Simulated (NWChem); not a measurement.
Species: C2H6Al cation; SMILES [CH3][Al+][CH3]

Results from NWChem. Pople sets run with spherical d functions. STO-3G and 3-21G are far too small for this property and stand as cheap habits. All runs use the structure optimised with B3LYP/6-31G* (spherical d). Field at 589 nm.

```json
[
 {"level": "B3LYP/STO-3G", "isotropic polarisability (bohr³)": "…", "anisotropy (bohr³)": "…"},
 {"level": "B3LYP/6-31G*", "isotropic polarisability (bohr³)": "43.0", "anisotropy (bohr³)": "29.1"},
 {"level": "B3LYP/def2-SVP", "isotropic polarisability (bohr³)": "43.7", "anisotropy (bohr³)": "30.4"},
 {"level": "B3LYP/def2-SVPD", "isotropic polarisability (bohr³)": "48.0", "anisotropy (bohr³)": "29.6"},
 {"level": "B3LYP/aug-cc-pVDZ", "isotropic polarisability (bohr³)": "48.7", "anisotropy (bohr³)": "30.8"}
]
```

**Question.** Complete the blanks.

**Answer.** 
- B3LYP/STO-3G, isotropic polarisability (bohr³): 25.6
- B3LYP/STO-3G, anisotropy (bohr³): 25.2
